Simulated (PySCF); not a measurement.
This PySCF input asks for the NMR shieldings of SMILES BCCBO[SiH3], C₂H₁₀B₂OSi; the geometry comes from GFN2-xTB.

```python
import basis_set_exchange as bse
import numpy as np
from pyscf import gto, dft
from pyscf.prop import nmr

atoms = """
B     3.084332    0.280584   -0.025181
C     1.799623   -0.604398   -0.174619
C     0.441566    0.065939    0.088521
B    -0.831624   -0.890358    0.029359
O    -2.033097   -0.440244    0.342695
Si   -3.106032    0.668293    0.811728
H     4.127985   -0.182947   -0.282386
H     3.026165    1.386254    0.351887
H     1.904857   -1.456979    0.506539
H     1.777869   -1.064717   -1.167670
H     0.471675    0.558815    1.064646
H     0.305905    0.876491   -0.634487
H    -0.749039   -2.023851   -0.293195
H    -3.584126    0.184161    2.105396
H    -2.520421    2.007332    0.939318
H    -4.123235    0.644570   -0.237770
"""
names = dict.fromkeys(["B", "C", "O", "Si", "H"], "pcSseg-1")
basis = {el: gto.basis.parse(bse.get_basis(n, elements=[el], fmt="nwchem")) for el, n in names.items()}
mol = gto.M(atom=atoms, basis=basis, charge=0, verbose=0)
mf = dft.RKS(mol, xc="PBE0")
mf.grids.level = 2
mf.grids.alignment = dft.numint.BLKSIZE   # the property module wants whole blocks of grid points
mf.conv_tol = 1e-9
mf.kernel()

calc = nmr.RKS(mf)   # GIAO
C = mf.mo_coeff
Co = C[:, mf.mo_occ > 0]
resp = mf.gen_response(singlet=True, hermi=2)
def vind(x):   # induced exchange potential for any number of trial vectors
    d = np.einsum("pi,xij,qj->xpq", C, 2 * x.reshape(-1, C.shape[1], Co.shape[1]), Co, optimize=True)
    return np.einsum("xpq,pi,qj->xij", resp(d - d.transpose(0, 2, 1)), C, Co, optimize=True).ravel()
mo1, _ = nmr.rhf.solve_mo1(calc, with_cphf=vind)
sigma = calc.kernel(mo1)
for i, s in enumerate(sigma):   # ppm
    print("%2d %-2s %9.2f" % (i, mol.atom_pure_symbol(i), np.trace(s) / 3))
```

Question: What are the results?

Answer: 
```
 0 B       5.58
 1 C     155.85
 2 C     162.18
 3 B      48.03
 4 O     167.81
 5 Si    395.99
 6 H      23.53
 7 H      23.58
 8 H      30.03
 9 H      29.62
10 H      30.57
11 H      30.59
12 H      26.01
13 H      26.50
14 H      26.32
15 H      26.49
```

These numbers come from an equivalent density-fitted implementation of the same equations, which agrees with the script to about 0.01 ppm for H and up to a few tenths of a ppm for heavy atoms, so last digits may differ.

Size and cost of the density-fitted run: 159 basis functions, 23 s wall time on 1 thread of an Arm Neoverse V2, shared host; peak memory 0.73 GiB.
